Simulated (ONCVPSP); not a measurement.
# Fe (Z = 26): excitation energies, all-electron against ONCV

ONCVPSP 4.0.1 input, shortened (lines: element, Z, core and valence counts, functional; n l f; lmax; l rc ep ncon nbas qcut; lloc lpopt rc5 dvloc0; l nproj debl; icmod fcfact rcfact), PBEsol, scalar-relativistic:

```
  Fe 26.00    3    4  -116133      upf
    1    0    2.00
    2    0    2.00
    2    1    6.00
    3    0    2.00
    3    1    6.00
    3    2    6.00
    4    0    2.00
    3
    0    1.15    0.00    3    8   10.70
    1    1.20    0.00    5    8   12.00
    2    1.15    0.00    4    9   16.50
    3    1.05    0.35    3    6   10.50
    4    5    0.75   -1.00
    0    2    3.60
    1    2    2.70
    2    2    0.40
    3    2    2.30
    0    0.00    0.00
```

Energies are relative to the spin-unpolarised reference configuration 3s2 3p6 3d6 4s2; without spin polarisation the order of configurations can differ from experiment.

```csv
valence configuration,charge,ΔE all-electron (eV),error AE − PS (meV)
3s2 3p6 3d6 4s1,+1,8.745,-0.2
3s2 3p6 3d6 4s0,+2,24.862,+0.8
3s2 3p6 3d5 4s0,+3,59.049,-2.6
3s2 3p6 3d6.5 4s1.5,0,-0.731,+0.6
```

Levels in the configuration 3s2 3p6 3d5 4s0:

```tsv
level	all-electron (eV)	pseudo (eV)
3s	-130.868	-130.892
3p	-96.797	-96.808
3d	-43.177	-43.170
```
